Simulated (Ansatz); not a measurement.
Geometry optimisation, RKS PBE0-D4/def2-SVP in Ansatz 0.2.0.

The input (input.yaml):

```yaml
crystal:
  periodic: [false, false, false]
  atoms:
    - { symbol: Hf, position_ang: [-0.141947, -0.238659, 0.122786] }
    - { symbol: F, position_ang: [-0.016597, -0.027383, 2.068432] }
    - { symbol: O, position_ang: [1.607883, -0.43171, -0.653083] }
    - { symbol: H, position_ang: [2.430174, -0.576382, -1.113504] }
    - { symbol: O, position_ang: [-1.105014, 1.232932, -0.656928] }
    - { symbol: H, position_ang: [-1.608351, 1.897803, -1.119144] }
    - { symbol: O, position_ang: [-1.133796, -1.855167, -0.156443] }
    - { symbol: H, position_ang: [-1.62765, -2.65045, -0.338734] }
    - { symbol: H, position_ang: [1.365908, 2.191912, 1.185909] }
    - { symbol: H, position_ang: [1.084589, 1.745004, 1.673909] }
basis:
  gaussian: { orbitals: def2-SVP }
hamiltonian:
  xc: pbe0
  dispersion: d4
relax:
  f_tol: 0.03
  max_steps: 50
```

Command:

```bash
$ ansatz run input.yaml --threads 2 --pin off --max-ram 3072MiB --backend cpu --events-out ev --progress --plain --runs-dir out
```

**Question.** Where does it end, and by what steps?

**Answer.** The run converged. After 4 steps the energy has fallen by 0.080 eV; H9 moved furthest, 0.38 Å.

```tsv
step	energy less start (eV)	largest force component (eV/Å)	accepted
0	0.0000	1.197	yes
1	-0.0704	0.100	yes
2	-0.0779	0.049	yes
3	-0.0796	0.032	yes
4	-0.0798	0.015	yes
```

```xyz
10
Properties=species:S:1:pos:R:3
Hf -0.205 -0.342 0.094
F -0.064 -0.110 2.007
O 1.561 -0.499 -0.654
H 2.396 -0.613 -1.100
O -1.141 1.162 -0.656
H -1.620 1.854 -1.103
O -1.197 -1.957 -0.227
H -1.688 -2.747 -0.438
H 1.555 2.507 1.287
H 1.259 2.033 1.804
```

Run time: 17 s on 2 threads of Arm Neoverse V2, with other jobs on the host, peak memory 0.25 GiB.
